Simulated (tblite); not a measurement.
A geometry optimisation, step by step.

Compound: C6H8FOP.
SMILES with atom numbers: `[CH3:1][C:2]1=[C:3]([F:4])[P@@:5]1(=[O:6])[CH:7]1[CH2:8][CH2:9]1` (hydrogens: H10, H11, H12 on C1; H13 on C7; H14, H15 on C8; H16, H17 on C9)

Computed with GFN2-xTB (tblite), gas phase: L-BFGS steps from a force-field or distance-geometry start until the largest atomic force falls under 0.01 eV/Å. 7 of its 178 geometries are shown.

Step 0: E = -764.4794 eV, largest atomic force 6.516 eV/Å
```
atom  x, y, z in Å  |  force x, y, z in eV/Å
C1      2.787    0.051    0.107    0.229  -0.892   0.264
C2      1.405   -0.095   -0.413    3.329  -1.226   2.967
C3      0.918    0.332   -1.541    1.486   1.157  -4.974
F4      1.667    0.968   -2.465   -0.560  -0.100  -1.174
P5      0.011    0.942   -0.236   -3.399   1.503   5.352
O6      0.172    2.046    0.757    0.104   0.161  -1.633
C7     -1.040   -0.278    0.568   -1.285  -0.671  -0.086
C8     -2.019   -1.078   -0.235   -0.266  -0.079  -0.165
C9     -2.513    0.000    0.674   -0.377   0.169   0.164
H10     3.237   -0.929    0.243    0.207  -0.037   0.085
H11     2.765    0.554    1.078   -0.198  -0.153  -0.123
H12     3.405    0.636   -0.567    0.055  -0.027  -0.213
H13    -0.594   -0.760    1.442    0.142   0.342  -0.428
H14    -2.081   -0.913   -1.311    0.097  -0.047   0.337
H15    -2.206   -2.103    0.056    0.066   0.039  -0.052
H16    -3.027   -0.284    1.600    0.259   0.140  -0.458
H17    -2.894    0.922    0.234    0.112  -0.280   0.138
```

Step 30: E = -766.3898 eV, largest atomic force 0.135 eV/Å
```
atom  x, y, z in Å  |  force x, y, z in eV/Å
C1      3.054    0.040    0.139    0.049   0.005  -0.009
C2      1.691    0.428   -0.273    0.038  -0.124  -0.038
C3      0.964    0.625   -1.385    0.055  -0.047   0.013
F4      1.195    0.593   -2.697   -0.053  -0.001   0.023
P5     -0.006    0.966    0.092    0.026   0.048   0.010
O6     -0.367    2.307    0.555   -0.041   0.012  -0.024
C7     -1.113   -0.367    0.649    0.000  -0.037   0.026
C8     -2.057   -1.080   -0.273    0.022   0.009  -0.027
C9     -2.570   -0.022    0.642   -0.005   0.035   0.040
H10     3.143   -1.048    0.147   -0.044   0.015   0.010
H11     3.283    0.407    1.137   -0.034   0.023   0.005
H12     3.788    0.431   -0.563    0.014   0.017  -0.040
H13    -0.712   -0.921    1.487    0.028  -0.005   0.050
H14    -2.019   -0.875   -1.331    0.048   0.064  -0.051
H15    -2.287   -2.110   -0.043    0.038  -0.020   0.001
H16    -3.160   -0.292    1.502   -0.095  -0.056  -0.001
H17    -2.834    0.929    0.205   -0.048   0.061   0.014
```

Step 59: E = -766.4245 eV, largest atomic force 0.023 eV/Å
```
atom  x, y, z in Å  |  force x, y, z in eV/Å
C1      3.058    0.047    0.120   -0.001  -0.002   0.005
C2      1.674    0.396   -0.255    0.009   0.002   0.008
C3      0.890    0.522   -1.337    0.007   0.007  -0.015
F4      1.054    0.392   -2.654   -0.015   0.008   0.015
P5     -0.002    0.977    0.160    0.005   0.009   0.005
O6     -0.367    2.345    0.535    0.012  -0.014  -0.013
C7     -1.119   -0.343    0.728    0.005  -0.002  -0.001
C8     -1.974   -1.000   -0.315   -0.020   0.004  -0.002
C9     -2.582   -0.034    0.647    0.006   0.001   0.001
H10     3.152   -1.037    0.201   -0.004  -0.006   0.015
H11     3.317    0.486    1.081    0.013   0.013  -0.005
H12     3.758    0.394   -0.639   -0.016   0.001  -0.005
H13    -0.742   -0.933    1.552   -0.004  -0.012   0.000
H14    -1.848   -0.684   -1.340   -0.003  -0.004   0.000
H15    -2.192   -2.052   -0.206   -0.003   0.005   0.005
H16    -3.225   -0.410    1.430    0.004  -0.002  -0.015
H17    -2.860    0.944    0.282    0.007  -0.008   0.003
```

Step 88: E = -766.4350 eV, largest atomic force 0.020 eV/Å
```
atom  x, y, z in Å  |  force x, y, z in eV/Å
C1      3.092    0.079    0.112   -0.007  -0.008   0.005
C2      1.690    0.372   -0.240   -0.003  -0.007   0.019
C3      0.888    0.514   -1.307    0.004   0.012  -0.005
F4      1.043    0.437   -2.629   -0.001   0.001   0.004
P5      0.011    0.911    0.216   -0.004   0.014   0.001
O6     -0.354    2.267    0.631   -0.002   0.003  -0.009
C7     -1.134   -0.414    0.721    0.001   0.008  -0.008
C8     -2.011   -0.980   -0.357   -0.004   0.001  -0.006
C9     -2.581   -0.034    0.646   -0.008  -0.003  -0.009
H10     3.168   -0.910    0.564   -0.002  -0.002   0.000
H11     3.455    0.806    0.837   -0.002  -0.002  -0.018
H12     3.714    0.112   -0.781    0.006  -0.009   0.009
H13    -0.788   -1.058    1.518    0.011  -0.001  -0.008
H14    -1.865   -0.625   -1.367    0.007   0.003  -0.001
H15    -2.279   -2.025   -0.297    0.005  -0.002   0.007
H16    -3.255   -0.413    1.400    0.014  -0.006   0.010
H17    -2.803    0.973    0.323   -0.016  -0.002   0.008
```

Step 118: E = -766.4398 eV, largest atomic force 0.014 eV/Å
```
atom  x, y, z in Å  |  force x, y, z in eV/Å
C1      3.071    0.056    0.132    0.004   0.002   0.010
C2      1.684    0.392   -0.236   -0.002   0.001   0.005
C3      0.902    0.553   -1.315   -0.001  -0.002  -0.003
F4      1.069    0.470   -2.635    0.008  -0.006  -0.010
P5      0.001    0.946    0.192    0.000  -0.004   0.000
O6     -0.380    2.299    0.604    0.000   0.000   0.000
C7     -1.116   -0.403    0.693    0.000  -0.002  -0.001
C8     -2.010   -0.958   -0.378    0.001   0.002   0.002
C9     -2.575   -0.066    0.675    0.008   0.004   0.011
H10     3.091   -0.836    0.758    0.003  -0.003  -0.007
H11     3.513    0.871    0.703    0.001   0.006  -0.003
H12     3.664   -0.119   -0.764   -0.004   0.002   0.005
H13    -0.728   -1.067    1.452   -0.002   0.003  -0.005
H14    -1.903   -0.562   -1.378   -0.006  -0.003  -0.002
H15    -2.241   -2.013   -0.348   -0.005   0.004  -0.004
H16    -3.207   -0.493    1.440   -0.002  -0.004  -0.005
H17    -2.841    0.943    0.396   -0.002   0.001   0.007
```

Step 148: E = -766.4914 eV, largest atomic force 0.270 eV/Å
```
atom  x, y, z in Å  |  force x, y, z in eV/Å
C1      3.118    0.234    0.307    0.090   0.016   0.064
C2      1.756    0.378   -0.246   -0.041  -0.060  -0.076
C3      1.124    0.243   -1.425   -0.013   0.058   0.099
F4      1.510   -0.035   -2.670   -0.041  -0.046  -0.024
P5     -0.023    0.794   -0.148   -0.005   0.010  -0.012
O6     -0.582    2.145   -0.087    0.017  -0.021   0.021
C7     -1.112   -0.533    0.454   -0.168   0.029  -0.010
C8     -2.355   -0.718   -0.390    0.108   0.048   0.187
C9     -2.461   -0.109    0.970    0.111  -0.080  -0.131
H10     3.203   -0.742    0.799    0.035   0.208  -0.022
H11     3.327    1.019    1.043   -0.033  -0.205  -0.173
H12     3.852    0.281   -0.506   -0.155   0.011   0.211
H13    -0.625   -1.408    0.869   -0.037   0.116  -0.082
H14    -2.485   -0.069   -1.250    0.033  -0.068   0.127
H15    -2.688   -1.735   -0.543   -0.078   0.081  -0.013
H16    -2.899   -0.685    1.777    0.070   0.007  -0.103
H17    -2.667    0.953    1.036    0.107  -0.105  -0.064
```

Step 177: E = -766.5497 eV, largest atomic force 0.009 eV/Å
```
atom  x, y, z in Å  |  force x, y, z in eV/Å
C1      2.981    0.350    0.486    0.006  -0.001  -0.007
C2      1.731    0.345   -0.297   -0.001  -0.001  -0.004
C3      1.283    0.113   -1.541    0.002  -0.002   0.008
F4      1.832   -0.248   -2.700   -0.001   0.002   0.006
P5     -0.050    0.692   -0.477    0.001  -0.004  -0.001
O6     -0.658    2.022   -0.533    0.003   0.002  -0.001
C7     -1.126   -0.652    0.083   -0.001   0.001   0.007
C8     -2.576   -0.505   -0.283    0.000   0.000   0.000
C9     -2.144   -0.264    1.119    0.004  -0.005  -0.004
H10     2.922   -0.373    1.299   -0.004   0.003  -0.004
H11     3.139    1.334    0.927   -0.003   0.002   0.001
H12     3.826    0.104   -0.155   -0.003  -0.002   0.002
H13    -0.669   -1.630    0.112   -0.001   0.004  -0.002
H14    -2.851    0.357   -0.875   -0.001  -0.004  -0.002
H15    -3.129   -1.402   -0.518    0.000   0.003  -0.005
H16    -2.391   -0.990    1.879    0.001   0.007   0.001
H17    -2.128    0.759    1.465   -0.001  -0.004   0.007
```

Problem. Summarise the path.

Solution. The energy falls by 2.0703 eV from step 0 to step 177; nine tenths of that is first reached at step 23. It rises by more than 0.2 meV at steps 138 and 145. The largest force goes from 6.516 to 0.009 eV/Å. Among the bonds C3–P5 changes most, from 1.703 to 1.801 Å; the atoms move by 1.051 Å rms after alignment.

Problem. Follow the three bonds and two angles with the largest change from start to end.

Solution. 
```csv
step,E above end (eV),largest force (eV/Å),C3–P5 (Å),C2–P5 (Å),C2=C3 (Å),F4–C3–P5 (°),C1–C2–P5 (°)
0,2.0703,6.516,1.703,1.746,1.301,130.7,130.5
8,0.6952,0.799,1.811,1.790,1.350,155.6,135.9
15,0.3085,0.640,1.820,1.820,1.347,149.4,145.0
23,0.1978,0.312,1.800,1.811,1.344,152.5,149.5
31,0.1578,0.127,1.801,1.817,1.343,155.0,152.4
38,0.1442,0.111,1.797,1.827,1.343,154.3,153.0
46,0.1309,0.076,1.798,1.825,1.343,154.5,152.2
54,0.1261,0.050,1.800,1.823,1.343,155.0,151.8
62,0.1249,0.023,1.800,1.823,1.342,154.8,151.7
69,0.1242,0.034,1.799,1.822,1.343,154.7,151.5
77,0.1199,0.173,1.798,1.824,1.342,154.5,151.4
85,0.1151,0.027,1.801,1.821,1.343,154.9,151.2
92,0.1140,0.036,1.801,1.823,1.342,155.3,151.2
100,0.1120,0.036,1.799,1.825,1.342,154.9,152.1
108,0.1109,0.022,1.800,1.825,1.342,155.1,152.1
115,0.1100,0.015,1.800,1.823,1.342,154.9,151.6
123,0.1098,0.010,1.800,1.822,1.342,155.0,151.5
131,0.1089,0.044,1.801,1.821,1.342,155.2,151.7
139,0.0942,0.131,1.803,1.827,1.341,155.0,152.5
146,0.0663,0.196,1.796,1.829,1.343,155.3,154.0
154,0.0259,0.255,1.799,1.827,1.340,155.9,152.8
162,0.0052,0.067,1.800,1.822,1.342,155.3,151.8
169,0.0010,0.054,1.801,1.823,1.342,154.8,151.6
177,0.0000,0.009,1.801,1.823,1.342,154.9,151.6
```

The cost below is that of the whole relaxation. The run took 1.3 s on one thread, Arm Neoverse V1 (aarch64), shared host with 32 logical CPUs at a one-minute load of 6.2.
